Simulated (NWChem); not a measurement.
System: CH$_{6}$OSi; SMILES C[SiH2]O

Excerpt of the output:

```
             Northwest Computational Chemistry Package (NWChem) 7.3.0
             --------------------------------------------------------

 C1  symmetry detected

                             Geometry "geometry" -> ""
                             -------------------------

 Output coordinates in angstroms (scale by  1.889725989 to convert to a.u.)

  No.       Tag          Charge          X              Y              Z
 ---- ---------------- ---------- -------------- -------------- --------------
    1 Si                  14.0000     0.49639184     0.09577580     0.00190528
    2 C                    6.0000    -0.45386922    -1.52929288    -0.02057761
    3 O                    8.0000    -0.49277889     1.44241087    -0.06820837
    4 H                    1.0000     1.36045471     0.20145392    -1.19980799
    5 H                    1.0000     1.35514034     0.12572262     1.22495909
    6 H                    1.0000    -1.10577443    -1.63932548     0.85448636
    7 H                    1.0000     0.24660110    -2.37442445    -0.01618008
    8 H                    1.0000    -1.07701181    -1.61415516    -0.91797558
    9 H                    1.0000    -1.06344923     1.59633768     0.69697689

 Effective nuclear repulsion energy (a.u.)     115.9204781388

                                 NWChem DFT Module
                                 -----------------

 Summary of "ao basis" -> "ao basis" (spherical)
 ------------------------------------------------------------------------------
       Tag                 Description            Shells   Functions and Types
 ---------------- ------------------------------  ------  ---------------------
 Si                          6-31g*                  8       18   4s3p1d
 C                           6-31g*                  6       14   3s2p1d
 O                           6-31g*                  6       14   3s2p1d
 H                           6-31g*                  2        2   2s

            General Information
            -------------------
          SCF calculation type: DFT
          Wavefunction type:  closed shell.
          No. of atoms     :     9
          No. of electrons :    34
           Alpha electrons :    17
            Beta electrons :    17
          Charge           :     0
          Spin multiplicity:     1
          Use of symmetry is: off; symmetry adaption is: off
          Maximum number of iterations: 150
          AO basis - number of functions:    58
                     number of shells:    32
          Convergence on energy requested:  1.00D-06
          Convergence on density requested:  1.00D-05
          Convergence on gradient requested:  5.00D-04

              XC Information
              --------------
                         B3LYP Method XC Potential
                     Hartree-Fock (Exact) Exchange  0.200
                        Slater Exchange Functional  0.800 local
                    Becke 1988 Exchange Functional  0.720 non-local
              Lee-Yang-Parr Correlation Functional  0.810
                  VWN I RPA Correlation Functional  0.190 local

             Grid Information
             ----------------
          Grid used for XC integration:  medium
          Radial quadrature: Mura-Knowles
          Angular quadrature: Lebedev.
          Tag              B.-S. Rad. Rad. Pts. Rad. Cut. Ang. Pts.
          ---              ---------- --------- --------- ---------
          Si                  1.10       88           8.0       590
          C                   0.70       49           9.0       434
          O                   0.60       49          10.0       434
          H                   0.35       45          10.0       434
          Grid pruning is: on
          Number of quadrature shells:   456
          Spatial weights used:  Erf1

      Superposition of Atomic Density Guess
      -------------------------------------

 Sum of atomic energies:        -404.22130914

      Non-variational initial energy
      ------------------------------

 Total energy =    -405.470425
 1-e energy   =    -786.954014
 2-e energy   =     265.563111
 HOMO         =      -0.370890
 LUMO         =       0.053693

     ---------------------------------------------
      Total Density - Mulliken Population Analysis
     ---------------------------------------------

    Atom       Charge   Shell Charges
 -----------   ------   -------------------------------------------------------
    1 Si  14    13.11   2.00  2.00  5.97  0.91  1.44  0.25  0.35  0.18
    2 C    6     7.00   2.00  0.72  2.11  0.72  1.43  0.02
    3 O    8     9.05   2.00  0.93  3.15  0.91  2.05  0.01
    4 H    1     1.09   0.48  0.61
    5 H    1     1.09   0.48  0.61
    6 H    1     0.74   0.45  0.29
    7 H    1     0.74   0.45  0.29
    8 H    1     0.74   0.45  0.29
    9 H    1     0.44   0.35  0.09

   convergence    iter        energy       DeltaE   RMS-Dens  Diis-err
 ---------------- ----- ----------------- --------- --------- ---------
 d= 0,ls=0.0,diis     1   -406.4136528023 -5.22D+02  1.69D-02  5.00D-01
 d= 0,ls=0.0,diis     2   -406.3867839557  2.69D-02  1.01D-02  8.51D-01
 d= 0,ls=0.0,diis     3   -406.4668624811 -8.01D-02  1.64D-03  2.88D-02
 d= 0,ls=0.0,diis     4   -406.4694276304 -2.57D-03  4.81D-04  1.26D-03
 d= 0,ls=0.0,diis     5   -406.4695720138 -1.44D-04  1.35D-04  1.53D-04
  Resetting Diis
 d= 0,ls=0.0,diis     6   -406.4695922006 -2.02D-05  1.97D-05  1.13D-06
 d= 0,ls=0.0,diis     7   -406.4695923562 -1.56D-07  7.92D-06  8.22D-08

         Total DFT energy =     -406.469592356229
      One electron energy =     -790.310607152258
           Coulomb energy =      305.186161073603
    Exchange-Corr. energy =      -37.265624416356
 Nuclear repulsion energy =      115.920478138783

 Numeric. integr. density =       34.000006725563

                       DFT Final Molecular Orbital Analysis
                       ------------------------------------

[...]
```

Level: B3LYP/6-31G* (spherical d). Structure relaxed at the B3LYP/6-31G* (spherical d) level. B3LYP is NWChem's, with the RPA form of VWN correlation.

### Question
Which NWChem input produces such a log?

### Answer
This is not unique; one that fits is the input that was run:
```
start job
memory heap 200 mb stack 900 mb global 1100 mb
geometry units angstroms noautoz
  Si     0.454318     0.122995    -0.013676
  C     -0.430590    -1.538598    -0.033584
  O     -0.587535     1.429112    -0.087170
  H      1.314436     0.260569    -1.214991
  H      1.310243     0.189452     1.209918
  H     -1.078290    -1.672733     0.841240
  H      0.302911    -2.355212    -0.027009
  H     -1.049167    -1.649923    -0.931248
  H     -1.164469     1.561740     0.677306
end
basis spherical
  Si library 6-31g*
  C library 6-31g*
  O library 6-31g*
  H library 6-31g*
end
dft
  xc b3lyp
  iterations 150
  mulliken
end
task dft energy
```
